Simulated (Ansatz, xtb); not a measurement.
Isomers of ClH4NSi2 in order of energy

4 gas-phase structures of ClH4NSi2, found in a search over its isomers (lower ones may exist). Each was relaxed with GFN2-xTB; where two conformers were screened, the lower at r2SCAN-D4/def2-SVP is listed:

A. `[SiH2]=N[SiH2]Cl`, a singlet
B. `[SiH3]/N=[SiH]/Cl`, a singlet
C. `[SiH3]N[Si]Cl`, a singlet
D. `[SiH]N[SiH2]Cl`, a singlet

Which do you expect lowest at r2SCAN-D4/def2-SVP, and how would the others follow?

Calculated order at r2SCAN-D4/def2-SVP: C (0.000), D (0.547), A (0.734), B (0.851) eV.

Energies above the lowest of each column, in eV; the last columns are at PBE0-D3(BJ)/pcseg-1 geometries and were run for some of them only (a dash: not run or not comparable):

```tsv
structure	GFN2-xTB	HF/STO-3G	r2SCAN-D4/def2-SVP	PBE0-D3(BJ)/pcseg-1	CCSD(T)/def2-SVP + ΔMP2/def2-TZVPP
C	0.670	0.000	0.000	0.000	0.000
D	1.063	0.891	0.547	0.447	0.418
A	0.000	2.520	0.734	0.712	–
B	0.182	2.745	0.851	–	–
```

CCSD(T)/def2-SVP + ΔMP2/def2-TZVPP puts C lowest of those it was run on; GFN2-xTB picks A. Some further structures that were screened fall inside this span and aren't listed. Flexible structures stand in one conformer each, not always the lowest. Frequencies (PBE0-D3(BJ)/pcseg-1) were run for C, D alone. ΔMP2 is the change of the MP2 energy from the smaller to the larger basis.

Over these structures GFN2-xTB departs from r2SCAN-D4/def2-SVP by 0.647 eV on average once a common shift is removed. A GFN2-xTB relaxation took about 0.24 s and the r2SCAN-D4/def2-SVP energy about 2.4 s on a shared host (Ansatz 0.2.0, xtb 6.7.1).
